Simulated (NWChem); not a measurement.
System: AlH2F; SMILES [F][AlH2]

```xyz
4

Al     0.0000     0.0000    -0.5763
H      0.0000     1.4212    -1.2945
H      0.0000    -1.4212    -1.2945
F      0.0000     0.0000     1.1043
```
Atoms are numbered in this order, from 1.

All runs: NWChem. Pople sets run with spherical d functions. Geometry: optimised at PBE-D3(BJ)/def2-SVP. B3LYP is NWChem's, with the RPA form of VWN correlation. Static field.

```csv
level,isotropic polarisability (bohr³),anisotropy (bohr³)
PBE/6-31+G*,24.7,8.6
B3LYP/6-31+G*,23.4,8.7
BHandHLYP/6-31+G*,21.9,8.6
"LDA (Slater exchange, VWN5)/6-31+G*",25.0,?
```

Q: Fill in the missing entries.

A: 
- LDA (Slater exchange, VWN5)/6-31+G*, anisotropy (bohr³): 9.1
